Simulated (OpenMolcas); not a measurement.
neutral aluminium: CASPT2 settings compared

* Program: OpenMolcas 26.06
* Basis: ANO-RCC-VDZP [4s3p1d]
* Scalar Hamiltonian: DKH2, point nucleus
* Active space: 3 electrons in 4 orbitals (3s 3p)
* State averaging: 2S+1 = 2 odd, 3 roots; 2S+1 = 2 even, 5 roots (0 in the spin-orbit step); 2S+1 = 4 even, 3 roots kept (CI in the orbitals of an earlier block)
* Spin-orbit coupling: RASSI with atomic mean-field integrals over the reference wave functions, term energies averaged over their components

Methods on the same reference wave functions:
A. CASSCF
B. SS-CASPT2, IPEA 0.3 Eh, sigma1 regulariser 0.25 Eh (closed shells correlated: 2s 2p)
C. SS-CASPT2, IPEA 0.2 Eh, sigma2 regulariser 0.15 Eh (closed shells correlated: 2s 2p)
D. SS-CASPT2, IPEA 0.4 Eh, imaginary shift 0.15 Eh (closed shells correlated: 2s 2p)

Energies in cm⁻¹ above 3s² 3p ²P°_1/2, the measured ground level; measured values from NIST Handbook of Basic Atomic Spectroscopic Data.

```json
{"Level": "3s² 3p ²P°_1/2", "A": "0.0", "B": "0.0", "C": "0.0", "D": "0.0", "Measured": "0.0"}
{"Level": "3s² 3p ²P°_3/2", "A": "104", "B": "104", "C": "104", "D": "104", "Measured": "112"}
{"Level": "3s 3p² ⁴P_1/2", "A": "23109", "B": "25097", "C": "25256", "D": "24971", "Measured": "29020"}
{"Level": "3s 3p² ⁴P_3/2", "A": "23143", "B": "25130", "C": "25289", "D": "25004", "Measured": "29067"}
{"Level": "3s 3p² ⁴P_5/2", "A": "23198", "B": "25185", "C": "25344", "D": "25059", "Measured": "29143"}
```

Deviations, from unrounded energies. A percentage is the sum of absolute deviations over the sum of measured energies, with the sign that they share, or ± where signs differ.

| Against measurement | Levels | A | B | C | D |
| --- | --- | --- | --- | --- | --- |
| mean absolute deviation (cm-1) | 4 | 4400 | 3000 | 2800 | 3100 |
| fine structure of the ground term (%) | 1 | -7.6 | -7.6 | -7.6 | -7.6 |
| other configurations (%) | 3 | -20.4 | -13.5 | -13.0 | -14.0 |

B, C lie about equally close to measurement and A furthest from it. The largest miss of C in the table is 3s 3p² ⁴P_5/2, by -3800 cm-1. The ranking rests on the paired levels alone, and a cruder setting can come out closer through cancelling errors.

Among B to D the level of the table that moves most is 3s 3p² ⁴P_1/2, by 280 cm-1 (lowest in D, highest in C).

The lowest spin-free term lies below A's lowest term by 0.051 hartree in B, 0.052 hartree in C, 0.050 hartree in D.

Terms from blocks run as CI alone lack orbitals of their own. Terms of s pⁿ other than that of highest spin mix with s² pⁿ⁻² d, which this space lacks; all of them can be thousands of cm-1 off, and some have no real level of that name. Without dynamic correlation excited terms often stand tens of per cent too high (terms of higher spin than the ground term too low), and those without a measured partner can miss by more than the paired ones (holds for A). Computed and measured levels are paired by configuration, term and J; levels that our copy of the source lacks, or whose pairing is in doubt (as where it misses far off the trend of its configuration), stay unpaired and out of the deviations. Levels of configurations outside the active space are missing.

° marks odd parity.
